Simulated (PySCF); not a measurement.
Broadened absorption spectrum of C6H8N2

C6H8N2.
SMILES: `CNc1ccccn1`

Method used: PySCF 2.14.0, density-fitted response routines, TDDFT CAM-B3LYP/def2-SVPD, vertical, gas phase, core orbitals frozen in the response. Isolated species at its PBE0-D3(BJ)/def2-SVP geometry (one conformer only). Torsions of this conformer, `[CH3:1][NH:2][c:3]1[cH:4][cH:5][cH:6][cH:7][n:8]1`: C1–N2–C3–C4 6°.

Computed states:

```
state  E (eV)       f
   S1    4.67   0.083
   S2    5.37  0.0036
   S3    5.71   0.254
   S4    5.80   0.013
   S5    6.12  0.0004
   S6    6.37  0.0006
   S7    6.60   0.032
   S8    7.05   0.214
   S9    7.09   0.029
  S10    7.18   0.316
```

Broadening: Gaussians 0.25 eV wide at half height, area fixed by f = 4.319×10⁻⁹ ∫ε dν̃. The cross-section is σ = 3.8235×10⁻²¹ ε cm², given in Mb (10⁻¹⁸ cm²). The width is an assumption, not a result. The curve ends short of the highest state used, and states not computed would add to its high-energy end.

Task: Give the broadened spectrum and its maxima.

Result: 
```tsv
E (eV)	σ (Mb)
4.30	0.07
4.36	0.46
4.43	2.55
4.49	7.89
4.56	19.65
4.62	30.39
4.69	33.75
4.75	26.13
4.82	12.94
4.88	5.02
4.95	1.11
5.01	0.22
5.08	0.06
5.14	0.16
5.21	0.51
5.27	1.01
5.34	1.69
5.40	2.87
5.47	8.94
5.54	29.27
5.60	61.61
5.67	99.60
5.73	107.21
5.80	79.01
5.86	43.78
5.93	15.17
5.99	4.56
6.06	0.91
6.12	0.31
6.19	0.21
6.25	0.27
6.32	0.63
6.38	1.68
6.45	4.79
6.51	9.02
6.58	12.92
```

Maxima: 265 nm (4.67 eV), ε about 9000, made up of S1 (100%); 217 nm (5.71 eV), ε about 28000, made up of S3 (96%) (ε in L mol⁻¹ cm⁻¹; maxima over ε = 5, shares over 10%). At its high-energy end, 6.58 eV, the curve is still rising (ε about 3400, from S7).

Task: Coming from long wavelengths, where does ε first pass 100 L mol⁻¹ cm⁻¹?

Result: At about 285 nm (4.35 eV), 0.32 eV below S1.

Task: What would ε be at 5.71 eV, the highest of these maxima, with half the width (0.125 eV)?

Result: About 55300 L mol⁻¹ cm⁻¹ against 28300, a factor of about 1.95; a lone state at its own centre would give exactly 2.

Task: On this curve, what absorbance would a 10⁻³ mol/L sample give at 193 nm over a 1 cm path?

Result: 193 nm is 6.424 eV, where ε is about 880 L mol⁻¹ cm⁻¹, so A = ε c l ≈ 0.88 (Beer–Lambert, with the gas-phase spectrum and the assumed width).

All these states lie below the vertical ionisation energy of 7.83 eV (ΔSCF).
